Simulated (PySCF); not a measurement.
Excitation energy of Be⁺ by level of theory

Be⁺ [He] 2s1 (2S) → Be⁺ [He] 2p1 (2P), as a difference of total energies. Computed with PySCF 2.14 in aug-cc-pVQZ with one added diffuse shell each of s, p, d, f, g type (7s6p5d4f3g, 105 functions), with the non-relativistic Hamiltonian (point nucleus). The calculations carry no spin-orbit coupling.

Task: Order these methods by the excitation energy they give, lowest first.
A. LC-wPBE
B. LDA
C. UHF
D. PBE

Result: D (3.442 eV), B (3.495 eV), A (3.718 eV), C (3.988 eV).

For comparison: 3.959 eV (measured; NIST levels, between the centres of gravity of the two terms).
